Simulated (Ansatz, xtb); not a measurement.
Relative energy of two structures of HPSSeZn

Structure a is `P1[S][Zn][Se]1`, a singlet and structure b is a singlet given by its coordinates. Both are isolated molecules in the gas phase, relaxed with PBE-D3(BJ)/def2-SVP.

a (Å):

```yaml
atoms:
  - { symbol: P, position_ang: [0.6866, 0.2069, 0.8382] }
  - { symbol: S, position_ang: [-1.2510, 0.9343, 0.1478] }
  - { symbol: Se, position_ang: [1.0123, -1.7845, -0.3731] }
  - { symbol: Zn, position_ang: [-1.1974, -1.1338, -0.6737] }
  - { symbol: H, position_ang: [0.2371, -0.4373, 2.0524] }
```

b (Å):

| atom | x (Å) | y (Å) | z (Å) |
| --- | --- | --- | --- |
| P | -0.4716 | -0.9234 | 0.2411 |
| S | -0.9297 | 0.8322 | 1.1601 |
| Se | 1.5597 | -0.7286 | -0.5473 |
| Zn | 1.3167 | 1.5738 | 0.5026 |
| H | 2.1472 | 2.8739 | 0.6794 |

Close contacts (Å): P1–S2 2.03, P1–Se3 2.19, S2–Zn4 2.46, Se3–Zn4 2.54, Zn4–H5 1.55.

Problem. Which of the two would you expect CCSD(T)/def2-SVP + ΔMP2/def2-TZVPP electronic energies to favour?

Solution. Structure b; the calculation gives E(b) − E(a) = −1.53 kcal/mol.

The same difference at several levels:

| level | geometry | E(b) − E(a) (kcal/mol) | departure from the last row (kcal/mol) | job, with rough time for the two |
| --- | --- | --- | --- | --- |
| GFN2-xTB | GFN2-xTB | −7.60 | −6.07 | optimisation, 0.25 s |
| HF/STO-3G | GFN2-xTB | +90.13 | +91.66 | single point, 9.9 s |
| r2SCAN-D4/def2-SVP | GFN2-xTB | −8.70 | −7.16 | single point, 4.9 s |
| PBE-D3(BJ)/def2-SVP | PBE-D3(BJ)/def2-SVP | −4.10 | −2.57 | optimisation, 31 s |
| HF/def2-SVP | PBE-D3(BJ)/def2-SVP | +1.08 | +2.61 | part of the CCSD(T) run |
| MP2/def2-SVP | PBE-D3(BJ)/def2-SVP | −5.26 | −3.73 | part of the CCSD(T) run |
| CCSD(T)/def2-SVP | PBE-D3(BJ)/def2-SVP | −5.00 | −3.47 | single point |
| CCSD(T)/def2-SVP + ΔMP2/def2-TZVPP | PBE-D3(BJ)/def2-SVP | −1.53 |  | single point, 45 s |

HF/STO-3G, HF/def2-SVP put the two in the other order. The largest departure from CCSD(T)/def2-SVP + ΔMP2/def2-TZVPP is that of HF/STO-3G, 91.66 kcal/mol. The last row adds to CCSD(T) the change of the MP2 difference between the two basis sets, here +3.47 kcal/mol, a large step that makes the value less sure.

With harmonic frequencies from PBE-D3(BJ)/def2-SVP (ideal gas, rigid rotor, one conformer each, 298.15 K, 1 atm): on the last row, ΔE + ΔZPE = −3.27 kcal/mol. A mode under 50 cm⁻¹ makes harmonic enthalpies and free energies unreliable, so none is given.

The correlated steps freeze 24 core orbitals; the filled d shell of Se is correlated; the last core shell of Zn is correlated, in a basis made for valence electrons. Programs: Ansatz 0.2.0, xtb 6.7.1; the last row on 2 threads of Arm Neoverse V1 on a shared host.
